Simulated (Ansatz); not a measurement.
Gas-phase electronic energies from Ansatz, PBE0-D4/def2-TZVP geometries. CCSD(T)/CBS is the MP2 limit (def2-TZVPP, def2-QZVPP) plus CCSD(T) − MP2 in def2-TZVPP, frozen cores. DFT in def2-TZVPP. For Ge, Se outer-core shells are correlated without core-valence functions, which leaves a few kJ/mol of doubt a bond. Scalar relativity is left out up to krypton. Each species was taken in one conformer, which may not be the lowest.

Consider the formal exchange of groups at a Ge–Si bond: `Cl[SiH2][SiH2][GeH3]` + `C=[Se]` → `[GeH3][CH]=[Se]` + `[SiH3][SiH2]Cl`.

`Cl[SiH2][SiH2][GeH3]`:

```xyz
11

Cl   -0.035   -2.101    1.927
Si   -0.224   -0.043    1.936
Si    0.697    0.774   -0.048
Ge   -0.290   -0.353   -1.899
H    -1.672    0.274    2.027
H     0.458    0.466    3.152
H     0.438    2.239   -0.137
H     2.168    0.550   -0.033
H     0.056   -1.848   -1.853
H    -1.818   -0.196   -1.849
H     0.222    0.237   -3.223
```

`C=[Se]`:

Cartesian coordinates in Å:
```
C 0.115 0.084 -0.044
Se -1.226 -0.897 0.476
H 1.142 -0.172 0.204
H -0.030 0.985 -0.635
```

`[GeH3][CH]=[Se]`:

Z-matrix (Å, degrees):
```
Ge
C 1 1.953
H 1 1.539 2 108.9
H 1 1.530 2 108.8 3 121.3
H 1 1.539 2 108.6 3 -117.8
Se 2 1.750 1 124.7 3 -123.8
H 2 1.091 1 117.4 3 56.3
```

`[SiH3][SiH2]Cl`:

```xyz
8

Si   -0.946   -0.313   -0.678
Si    0.794    0.372    0.725
Cl    2.565   -0.417    0.014
H    -2.234    0.247   -0.185
H    -1.027   -1.797   -0.683
H    -0.695    0.175   -2.058
H     0.935    1.849    0.750
H     0.607   -0.116    2.115
```

| level | ΔE (kJ/mol) |
| --- | --- |
| PBE0 | 39.2 |
| CCSD(T)/def2-TZVPP | 32.0 |

(1) What does CCSD(T)/CBS give? (An estimate is asked.)

Largest T1 diagnostic among the species: 0.015.

## Answers

(1) Computed: +33.7 kJ/mol. The listed levels differ from it by 5.5, -1.7 kJ/mol.

The D4 term adds +3.4 kJ/mol with B3LYP and +2.3 kJ/mol with PBE0; it sums over pairs of atoms, weighted by their polarisabilities, and B3LYP, whose exchange is more repulsive, gets the larger term.

B3LYP here is the variant with VWN-RPA as its local correlation; programs differ in this.
